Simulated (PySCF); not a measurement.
C₂H₄N₂OSi, SMILES O[SiH]1N=CC=N1. Atoms are numbered in the order given.

```xyz
10

O      2.0650     0.5197     0.0000
Si     0.7094    -0.4204     0.0000
N     -0.4380    -0.0783     1.3445
C     -1.5423     0.1935     0.7683
C     -1.5423     0.1935    -0.7683
N     -0.4380    -0.0783    -1.3445
H      1.9621     1.4787     0.0000
H      1.1622    -1.8241     0.0000
H     -2.4681     0.4235     1.3250
H     -2.4681     0.4235    -1.3250
```
Charge 0, spin multiplicity 1.

The structure is a stationary point at B3LYP-D3(BJ)/def2-SVP. This is a generated structure with no PubChem entry under its InChIKey; it may be hypothetical. One conformer was computed; it need not be the lowest.

All values below come from PBE/def2-TZVP in PySCF.

Symmetry labels are those of the subgroup Cs that the program uses (full group Cs).

Computed valence orbital energies around the gap with their symmetry:
| orbital | symmetry | energy (eV) |
|---|---|---|
| HOMO−7 | A' | -10.42 |
| HOMO−6 | A" | -10.12 |
| HOMO−5 | A' | -9.10 |
| HOMO−4 | A' | -8.87 |
| HOMO−3 | A" | -8.31 |
| HOMO−2 | A" | -7.76 |
| HOMO−1 | A" | -6.40 |
| HOMO | A' | -6.26 |
| LUMO | A' | -3.50 |
| LUMO+1 | A" | -0.43 |
| LUMO+2 | A' | -0.15 |
| LUMO+3 | A" | 0.82 |
